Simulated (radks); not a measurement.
Results of a calculation; reference values are marked as such.
Q: Spherical quantum dot in the effective-mass picture: electrons in a parabolic well V = omega^2 r^2 / 2 with omega = 0.996, all in effective atomic units (hartree* = m*/eps^2 hartree, bohr* = eps/m* bohr), one dielectric constant everywhere. Level of theory: non-relativistic Kohn-Sham, exchange-only LDA, spin-polarised, spherical densities (a radial shooting solver with Libxc functionals). Levels are named by radial order and angular momentum (1s, 1p, 1d, 2s, ...), and open shells are averaged over m. Results are scaled to m* = 0.038 and eps = 8.1, for which hartree* = 15.76 meV and bohr* = 11.28 nm. At N = 8 the configuration is 1s2 1p6. Does electron 9 go into 1d up or 2s up?

A: Into 1d up. The total energies of the other choices lie higher by 2.15 meV (2s up).
